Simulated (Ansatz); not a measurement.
```xyz
12

B     1.5614    0.0000    0.0000
N     0.7602    1.3167    0.0000
B    -0.7807    1.3522    0.0000
N    -1.5204    0.0000    0.0000
B    -0.7807   -1.3522    0.0000
N     0.7602   -1.3167    0.0000
H     2.8681    0.0000    0.0000
H     1.3063    2.2626    0.0000
H    -1.4340    2.4838    0.0000
H    -2.6127    0.0000    0.0000
H    -1.4340   -2.4838    0.0000
H     1.3063   -2.2626    0.0000
```

Basis set: cc-pVDZ (spherical functions). Left uncorrelated: 6 orbitals. Charge 0, multiplicity 1.

Computed with Ansatz (development build ahead of 0.2.0); each method stands on the lowest determinant of its kind that the runs found. Restricted open shells among the atoms or ions are ROHF, correlated in semicanonical orbitals with singles.

Give the atomization energy at this shape (free ground-state atoms in the same class of orbitals less the molecule, no zero-point energy) of singlet B₃N₃H₆ by RHF-MP2, RHF.

```json
{"method": "RHF-MP2", "atomization energy": "47.99 eV"}
{"method": "RHF", "atomization energy": "36.61 eV"}
```

Caution: no unrestricted run beside it, a lower state can exist; the shape is not the minimum.
